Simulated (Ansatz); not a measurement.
Stepwise reaction of `[CH3][In]([CH3])[SH]` with hydrogen, as a gas-phase model of exchange steps in deposition or etching. ΔE in kJ/mol.

Computed with Ansatz on PBE0-D4/def2-TZVP structures; ΔE is electronic, products minus reactants. CBS: MP2 limit from def2 TZ/QZ plus the TZ coupled-cluster correction, frozen cores. This one scheme is used for every species. Functionals use def2-TZVPP. B3LYP here is the variant with VWN-RPA as its local correlation; programs differ in this. def2 core potentials past Kr. For In outer-core shells are correlated without core-valence functions, which leaves a few kJ/mol of doubt a bond. One conformer a species, not always the lowest.

```
step                                              reaction  PBE-D4  B3LYP-D4  ωB97M-V  CCSD(T)/CBS
   1  `[CH3][In]([CH3])[SH]` + H₂ → `[CH3][InH][SH]` + CH₄   -41.6     -46.3    -45.4        -37.8
```

(1) Give the row of step 2, `[CH3][InH][SH]` + H₂ → `[SH][InH2]` + CH₄. (An estimate is asked.)

(2) By hand: ΔE of the 2 steps together at CCSD(T)/CBS.

Results:

(1) Ansatz gave: 
```
step                                    reaction  PBE-D4  B3LYP-D4  ωB97M-V  CCSD(T)/CBS
   2  `[CH3][InH][SH]` + H₂ → `[SH][InH2]` + CH₄   -41.1     -46.0    -45.0        -37.2
```

(2) (-37.8) + (-37.2) = -75.0 kJ/mol, or -37.5 kJ/mol a step.

In ΔE the steps differ by no more than 0.6 kJ/mol. All are downhill at CCSD(T)/CBS. PBE-D4 differs from CCSD(T)/CBS by -3.9 to -3.8 kJ/mol a step. Only this route is followed, and other bonds may react first. Isolated molecules leave out the surface, adducts and barriers. Largest T1 diagnostic: 0.014.
